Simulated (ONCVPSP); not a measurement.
## Pseudopotential generation for H (Z = 1): ONCV, PBE, fully relativistic.

ONCVPSP 4.0.1 input, shortened (lines: element, Z, core and valence counts, functional; n l f; lmax; l rc ep ncon nbas qcut; lloc lpopt rc5 dvloc0; l nproj debl; icmod fcfact rcfact), PBE, fully relativistic:

```
  H 1.00    0    1        4      upf
    1    0    0.75
    0
    0    1.45    0.00    5    9    6.30
    0    5    1.45    0.00
    0    0    2.20
    0    0.00    0.00
```

Open shells are filled in proportion to 2j + 1.

Poles of the logarithmic derivatives, all-electron (AE) and pseudo (PS). s: poles at 0.6 (AE) and 0.6 (PS) Ha. Test radii: s 1.47 bohr.

* Cutoffs needed: 13 Ha and 18 Ha (the cutoffs (Ha) at which the residual kinetic energy of the hardest occupied pseudo-wave falls to 1 and 0.1 mHa per electron)
* Ghost test: no bound ghost flagged; no localised positive-energy state flagged
* Largest excitation error: +0.9 meV (all-electron minus pseudo) for 1s0.5, out of 2 test configurations
